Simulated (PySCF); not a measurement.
Q: What does the GFN2-xTB structure of `CCO[C@@H](C)[C@@H](F)Cl` look like in three dimensions?

A: 
```
atom  x, y, z in Å
C1    -2.7340    0.2261   -0.2097
C2    -1.3822    0.3970    0.4647
O3    -0.3919   -0.1276   -0.4054
C4     0.8727   -0.3779    0.1524
C5     1.5965   -1.3257   -0.7983
C6     1.6463    0.9430    0.3209
F7     1.1326    1.6699    1.3526
Cl8    3.3648    0.6741    0.6856
H9    -2.7306    0.7326   -1.1705
H10   -3.5141    0.6503    0.4156
H11   -2.9397   -0.8275   -0.3763
H12   -1.3575   -0.1437    1.4215
H13   -1.1957    1.4594    0.6669
H14    0.7689   -0.8356    1.1504
H15    1.7567   -0.8338   -1.7538
H16    2.5499   -1.6384   -0.3861
H17    0.9701   -2.1978   -0.9608
H18    1.5785    1.5619   -0.5811
```

Orientation and origin are arbitrary. Atoms count from 1 in this order. Of the pairs four or more bonds apart, Cl8···H16 is among the closest relative to their van der Waals radii: 2.68 Å, 91 % of the sum of Bondi's values.

Bonds between heavy atoms (Å): C1–C2 1.520, C2–O3 1.419, O3–C4 1.405, C4–C5 1.525, C4–C6 1.540, C6–F7 1.363, C6–Cl8 1.777.

The geometry is computed with GFN2-xTB (gas phase).

Point group: C1 (no symmetry element, even within 0.4 Å). No GFN2-xTB frequencies stand behind this structure, so it isn't proved a minimum. One conformer, not necessarily the lowest (C1–C2–O3–C4 -164°, C2–O3–C4–C5 162°, O3–C4–C6–F7 73°).
